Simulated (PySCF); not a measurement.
A calculated (B97-3, PySCF 2.14, x2c-QZVPPall with one added diffuse shell each of s, p, d, f, g type, scalar relativity by spin-free X2C-1e) atom or ion has these occupied shells.

```tsv
shell	electrons	orbital energy (eV)	rms radius, mean of both spins (bohr)
1s β	1	-15086.6	0.0464
1s α	1	-15086.6	0.0464
2s α	1	-2035.1	0.193
2s β	1	-2035.1	0.193
2p α	3	-1802.7	0.171
2p β	3	-1802.7	0.171
3s α	1	-311.00	0.546
3s β	1	-311.00	0.546
3p α	3	-235.82	0.560
3p β	3	-235.82	0.560
3d α	5	-111.52	0.580
3d β	5	-111.52	0.580
4s α	1	-36.214	1.56
4s β	1	-36.176	1.56
4p α	3	-19.046	1.85
4p β	3	-18.994	1.85
4d α	1	-1.199	8.51
```

Problem. Name the element and its charge.

Solution. Rb (rubidium, neutral), in [Kr] 4d1, 2D determinant (an excited configuration).
